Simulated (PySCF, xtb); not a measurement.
C2H6BFOS, SMILES COB(F)SC.

xtb with GFN2-xTB at its own geometry gives an orbital gap of 5.08 eV and a dipole moment of 3.97 D.

Geometry: B3LYP-D3(BJ)/def2-SVP. One conformer was computed; it need not be the lowest.

Question: What does HF/def2-TZVP run with PySCF give? (An estimate is asked for; the answer gives what the named calculation found.)

Answer: gap 13.19 eV (levels -9.90 and 3.29 eV), dipole 2.70 D.
